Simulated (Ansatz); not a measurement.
A nudged elastic band was laid between two geometries of a periodic cell of 19 atoms, Be₁₈S (surface Be(0001), adsorbate S).

These are results of DFT PBE, scalar-relativistic, plane waves, PAW (Ansatz), not measurements. Settings: cutoff 420 eV, k mesh 5x4x1, fermi-dirac smearing 0.15 eV, no spin polarisation.

```yaml
movable_images: 3
climbing_image: yes
spring: 5.0 eV/Å²
optimiser: quadratic models (default)
start_path: IDPP
force_threshold: 0.03 eV/Å
iteration_limit: 27
end_points: relaxed
atoms_held: 1 to 6
```

Image 0:

```xyz
19
Lattice="4.5800 0.0000 0.0000 3.4350 5.9496 0.0000 0.0000 0.0000 15.5884" Properties=species:S:1:pos:R:3
Be 0.000 0.000 1.000
Be 2.290 0.000 1.000
Be 1.145 1.983 1.000
Be 3.435 1.983 1.000
Be 2.290 3.966 1.000
Be 4.580 3.966 1.000
Be -0.001 1.302 2.891
Be 2.288 1.310 2.767
Be 1.167 3.288 2.847
Be 3.409 3.297 2.851
Be 2.276 5.313 2.817
Be 4.591 5.315 2.836
Be -0.003 -0.070 4.594
Be 2.286 -0.091 4.740
Be 1.109 2.034 4.698
Be 3.467 2.030 4.698
Be 2.298 3.994 4.607
Be 4.569 3.982 4.593
S 2.290 1.341 6.214
```

Image 4:

Only the atoms that move by more than 0.05 Å are listed.
```
Be7 -0.002 1.310 2.767
Be8 2.289 1.302 2.891
Be13 -0.004 -0.091 4.740
Be14 2.287 -0.070 4.594
Be15 1.177 2.030 4.698
Be16 3.399 2.034 4.698
S19 4.580 1.341 6.214
```

What changes between the two ends?

Contacts lost: Be14–S19. Contacts made: Be13–S19. The atom that moves furthest is S19, by 2.29 Å.

Give the energies along the band, and the barrier.

It converged. The highest image is number 2 of 0 to 4, 0.276 eV above the ends, which have the same energy within 2 meV. By the program's own check the climbing image is a first-order saddle point (lowest curvatures found: -1.13 and 1.49 eV/Å²). Limits of this set-up: coarse k mesh, thin slab, slab without dipole correction.

```csv
image,path coordinate (Å),energy (eV),Be14–S19 (Å),Be13–S19 (Å)
0,0.00,0.000,2.06,3.14
1,0.92,0.261,2.01,2.23
2,1.85,0.276,2.23,2.01
3,2.33,0.137,2.67,2.02
4,2.82,0.000,3.14,2.06
```

What is the geometry of the highest image?


```xyz
19
Lattice="4.5800 0.0000 0.0000 3.4350 5.9496 0.0000 0.0000 0.0000 15.5884" Properties=species:S:1:pos:R:3
Be 0.000 0.000 1.000
Be 2.290 0.000 1.000
Be 1.145 1.983 1.000
Be 3.435 1.983 1.000
Be 2.290 3.966 1.000
Be 4.580 3.966 1.000
Be -0.028 1.307 2.795
Be 2.271 1.310 2.858
Be 1.119 3.288 2.785
Be 3.444 3.284 2.841
Be 2.299 5.306 2.862
Be 4.606 5.317 2.841
Be 0.081 -0.105 4.674
Be 2.404 0.011 4.765
Be 1.072 2.025 4.631
Be 3.349 2.088 4.685
Be 2.249 3.941 4.586
Be 4.610 3.975 4.613
S 3.844 0.883 6.225
```

The band took 11 iterations and of the order of 20 core-minutes.

Time of the run: 19 min on 1 thread of Arm Neoverse V1 (shared host), peak memory 0.95 GiB.
